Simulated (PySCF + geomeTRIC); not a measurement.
These are BP86-D3(BJ)/def2-SVP (PySCF + geomeTRIC) values and carry that method's errors. fastk is a local helper that only speeds up exchange builds. No frequencies were computed at this level.

```python
import json, numpy as np
from pyscf import gto, dft
from fastk import lowrank_exchange
atoms = """
Zr    -0.133283    -0.241143     0.072579
F      0.664086     1.455110    -0.229047
N      0.458074    -0.885534     1.909327
H     -0.238639    -1.160286     2.611591
H      1.115535    -0.254101     2.387627
N     -2.151637    -0.000382    -0.015948
H     -2.721362    -0.611284    -0.613485
H     -2.453216     0.963048    -0.218589
N      0.525419    -1.492401    -1.389868
H      0.971653    -2.383416    -1.142886
H      1.143385    -1.042944    -2.079627
"""
def scf(charge, spin, dm0=None):
    mol = gto.M(atom=atoms, basis='def2-svp', ecp={'Zr': 'def2-svp'}, charge=charge, spin=spin, verbose=3, max_memory=10080)
    mf = dft.KS(mol, xc='bp86').density_fit(auxbasis="def2-universal-jkfit")
    mf.disp = 'd3bj'
    mf.grids.level = 3
    mf.conv_tol = 1e-8
    mf.max_cycle = 120
    mf.level_shift = 0.25
    mf.kernel(dm0)
    if not mf.converged:
        mf = mf.newton().run(mf.mo_coeff, mf.mo_occ).undo_soscf()
    return mf
mf = scf(0, 0)
from pyscf.geomopt.geometric_solver import kernel as optimize
path = []
done, mol = optimize(mf, maxsteps=120, assert_convergence=False, callback=lambda env: path.append((env["energy"], bool(env["g_scanner"].converged))))
res = dict(converged=bool(done and path[-1][1]), energy=path[-1][0], path=[e for e, c in path], xyz=mol.atom_coords(unit="Angstrom").tolist(), nao=mol.nao)
json.dump(res, open("result.json", "w"))
```

Output:

```
converged SCF energy = -314.832884037938
Geometry optimization cycle 1
converged SCF energy = -314.832884034613
cycle 1: E = -314.832884035  dE = -314.833  norm(grad) = 0.0279115
Geometry optimization cycle 2
converged SCF energy = -314.838215386349
cycle 2: E = -314.838215386  dE = -0.00533135  norm(grad) = 0.0284045
Geometry optimization cycle 3
converged SCF energy = -314.842258000802
cycle 3: E = -314.842258001  dE = -0.00404261  norm(grad) = 0.0183063
Geometry optimization cycle 4
converged SCF energy = -314.846381311089
cycle 4: E = -314.846381311  dE = -0.00412331  norm(grad) = 0.0136643
Geometry optimization cycle 5
converged SCF energy = -314.846948576313
cycle 5: E = -314.846948576  dE = -0.000567265  norm(grad) = 0.00761919
Geometry optimization cycle 6
converged SCF energy = -314.847359577678
cycle 6: E = -314.847359578  dE = -0.000411001  norm(grad) = 0.00195838
Geometry optimization cycle 7
converged SCF energy = -314.847416658634
cycle 7: E = -314.847416659  dE = -5.7081e-05  norm(grad) = 0.00154601
Geometry optimization cycle 8
converged SCF energy = -314.847432035214
cycle 8: E = -314.847432035  dE = -1.53766e-05  norm(grad) = 0.00153759
Geometry optimization cycle 9
converged SCF energy = -314.847446983145
cycle 9: E = -314.847446983  dE = -1.49479e-05  norm(grad) = 0.0015915
Geometry optimization cycle 10
converged SCF energy = -314.847450160387
cycle 10: E = -314.84745016  dE = -3.17724e-06  norm(grad) = 0.00140015
Geometry optimization cycle 11
converged SCF energy = -314.847451759297
cycle 11: E = -314.847451759  dE = -1.59891e-06  norm(grad) = 0.000894603
Geometry optimization cycle 12
converged SCF energy = -314.84745351054
cycle 12: E = -314.847453511  dE = -1.75124e-06  norm(grad) = 0.000762124
Geometry optimization cycle 13
converged SCF energy = -314.847457079593
cycle 13: E = -314.84745708  dE = -3.56905e-06  norm(grad) = 0.000725628
Geometry optimization cycle 14
converged SCF energy = -314.847460412395
cycle 14: E = -314.847460412  dE = -3.3328e-06  norm(grad) = 0.000591747
Geometry optimization cycle 15
converged SCF energy = -314.847463673235
cycle 15: E = -314.847463673  dE = -3.26084e-06  norm(grad) = 0.000473892
Geometry optimization cycle 16
converged SCF energy = -314.847467181076
cycle 16: E = -314.847467181  dE = -3.50784e-06  norm(grad) = 0.000337223
Geometry optimization cycle 17
converged SCF energy = -314.847470230582
cycle 17: E = -314.847470231  dE = -3.04951e-06  norm(grad) = 0.000277532
Geometry optimization cycle 18
converged SCF energy = -314.8474728609
cycle 18: E = -314.847472861  dE = -2.63032e-06  norm(grad) = 0.000236465
Geometry optimization cycle 19
converged SCF energy = -314.847474209771
cycle 19: E = -314.84747421  dE = -1.34887e-06  norm(grad) = 0.000220973
Geometry optimization cycle 20
converged SCF energy = -314.847474821681
cycle 20: E = -314.847474822  dE = -6.1191e-07  norm(grad) = 0.000211595
<class 'geometric.internal.Distance'> : 10
<class 'geometric.internal.Angle'> : 15
<class 'geometric.internal.Dihedral'> : 18
<class 'geometric.internal.TranslationX'> : 1
<class 'geometric.internal.TranslationY'> : 1
<class 'geometric.internal.TranslationZ'> : 1
<class 'geometric.internal.RotationA'> : 1
<class 'geometric.internal.RotationB'> : 1
<class 'geometric.internal.RotationC'> : 1
Step    0 : Gradient = 8.416e-03/1.699e-02 (rms/max) Energy = -314.8328840346
Step    1 : Displace = 8.291e-02/1.231e-01 (rms/max) Trust = 1.000e-01 (=) Grad = 8.564e-03/1.518e-02 (rms/max) E (change) = -314.8382153863 (-5.331e-03) Quality = 0.880
Step    2 : Displace = 5.659e-02/6.932e-02 (rms/max) Trust = 1.414e-01 (+) Grad = 5.520e-03/9.375e-03 (rms/max) E (change) = -314.8422580008 (-4.043e-03) Quality = 1.707
Step    3 : Displace = 1.629e-01/2.125e-01 (rms/max) Trust = 2.000e-01 (+) Grad = 4.120e-03/6.953e-03 (rms/max) E (change) = -314.8463813111 (-4.123e-03) Quality = 0.927
Step    4 : Displace = 2.425e-02/3.098e-02 (rms/max) Trust = 2.828e-01 (+) Grad = 2.297e-03/3.708e-03 (rms/max) E (change) = -314.8469485763 (-5.673e-04) Quality = 1.424
Step    5 : Displace = 2.741e-02/3.447e-02 (rms/max) Trust = 3.000e-01 (+) Grad = 5.905e-04/9.069e-04 (rms/max) E (change) = -314.8473595777 (-4.110e-04) Quality = 1.190
Step    6 : Displace = 1.355e-02/2.018e-02 (rms/max) Trust = 3.000e-01 (=) Grad = 4.661e-04/7.976e-04 (rms/max) E (change) = -314.8474166586 (-5.708e-05) Quality = 1.089
Step    7 : Displace = 7.581e-03/1.262e-02 (rms/max) Trust = 3.000e-01 (=) Grad = 4.636e-04/7.581e-04 (rms/max) E (change) = -314.8474320352 (-1.538e-05) Quality = 0.990
Step    8 : Displace = 1.382e-02/2.488e-02 (rms/max) Trust = 3.000e-01 (=) Grad = 4.799e-04/7.987e-04 (rms/max) E (change) = -314.8474469831 (-1.495e-05) Quality = 0.577
Step    9 : Displace = 1.347e-02/2.456e-02 (rms/max) Trust = 3.000e-01 (=) Grad = 4.222e-04/7.117e-04 (rms/max) E (change) = -314.8474501604 (-3.177e-06) Quality = 0.143
Step   10 : Displace = 6.242e-03/1.053e-02 (rms/max) Trust = 6.734e-03 (-) Grad = 2.697e-04/4.475e-04 (rms/max) E (change) = -314.8474517593 (-1.599e-06) Quality = 0.103
Step   11 : Displace = 3.098e-03/4.990e-03 (rms/max) Trust = 3.121e-03 (-) Grad = 2.298e-04/3.457e-04 (rms/max) E (change) = -314.8474535105 (-1.751e-06) Quality = 0.122
Step   12 : Displace = 1.469e-03/2.721e-03 (rms/max) Trust = 1.549e-03 (-) Grad = 2.188e-04/3.196e-04 (rms/max) E (change) = -314.8474570796 (-3.569e-06) Quality = 0.553
Step   13 : Displace = 1.410e-03/2.523e-03 (rms/max) Trust = 1.549e-03 (=) Grad = 1.784e-04/2.403e-04 (rms/max) E (change) = -314.8474604124 (-3.333e-06) Quality = 0.512
Step   14 : Displace = 1.552e-03/2.578e-03 (rms/max) Trust = 1.549e-03 (=) Grad = 1.429e-04/2.185e-04 (rms/max) E (change) = -314.8474636732 (-3.261e-06) Quality = 0.428
Step   15 : Displace = 1.704e-03/2.732e-03 (rms/max) Trust = 1.549e-03 (=) Grad = 1.017e-04/1.393e-04 (rms/max) E (change) = -314.8474671811 (-3.508e-06) Quality = 0.370
Step   16 : Displace = 1.620e-03/2.640e-03 (rms/max) Trust = 1.549e-03 (=) Grad = 8.368e-05/1.341e-04 (rms/max) E (change) = -314.8474702306 (-3.050e-06) Quality = 0.270
Step   17 : Displace = 1.564e-03/2.589e-03 (rms/max) Trust = 1.549e-03 (=) Grad = 7.130e-05/1.195e-04 (rms/max) E (change) = -314.8474728609 (-2.630e-06) Quality = 0.187
Step   18 : Displace = 8.463e-04/1.413e-03 (rms/max) Trust = 7.745e-04 (-) Grad = 6.663e-05/1.139e-04 (rms/max) E (change) = -314.8474742098 (-1.349e-06) Quality = 0.132
Step   19 : Displace = 3.589e-04/5.886e-04 (rms/max) Trust = 3.872e-04 (-) Grad = 6.380e-05/1.068e-04 (rms/max) E (change) = -314.8474748217 (-6.119e-07) Quality = 0.098
Converged! =D
```

Cost: around 5 core-minutes (rough).
